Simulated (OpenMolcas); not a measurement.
An OpenMolcas run meant for Os III (ANO-R3, X2C; inactive shells 1s 2s 2p 3s 3p 3d 4s 4p 4d 4f 5s 5p; intended active space 6 electrons in 5 orbitals (5d)). One step of its input:

```
&RASSCF
FileOrb=start.orb
Symmetry=1
Spin=5
nActEl=6 0 0
Inactive=15 19
Ras2=5 0
CIRoot=5 5 1
SDav=5
CIMx=300
Iter=68 100
PrWF=0.3
OrbListing=Nothing
MaxOrb=0
Atom
Thrs=1.0e-2 5.0e-1 5.0e-1
```

The run finished. Its levels beside those of a sound run (CASSCF), in eV above each run's lowest level:

```json
{"Level": "5d6 5D4", "This run": "0.0000", "Usual run": "0.0000"}
{"Level": "5d6 5D3", "This run": "0.5905", "Usual run": "0.5945"}
{"Level": "5d6 5D2", "This run": "0.7671", "Usual run": "0.7762"}
{"Level": "5d6 5D1", "This run": "0.9464", "Usual run": "0.9560"}
{"Level": "5d6 5D0", "This run": "1.0263", "Usual run": "1.0365"}
{"Level": "5d6 3H6", "This run": "2.2210", "Usual run": "2.2714"}
{"Level": "5d6 3H5 [59 %]", "This run": "2.2488", "Usual run": "2.2967"}
{"Level": "5d6 3P2", "This run": "2.4651", "Usual run": "2.5113"}
```

Which setting is unsound, and how much does it matter here?

The convergence thresholds are far too loose, so the orbitals stop early. Against the sound run the excited levels shown move by 200 cm-1 on average and by 410 cm-1 at most.

Some high roots are left out of the spin-orbit mixing, which shifts the levels that they would mix with. Configurations with an s electron lie low in 5d ions of this charge, fall among these levels and mix in, so low-spin terms can stand far too high, up to twice their true height, and weights are not those of the real levels. Without dynamic correlation excited terms often stand tens of per cent too high (terms of higher spin than the ground term too low), and those without a measured partner can miss by more than the paired ones. Levels of configurations outside the active space are missing.

A share in square brackets marks a mixed level and gives the weight of the term that names it, the lowest over the columns.
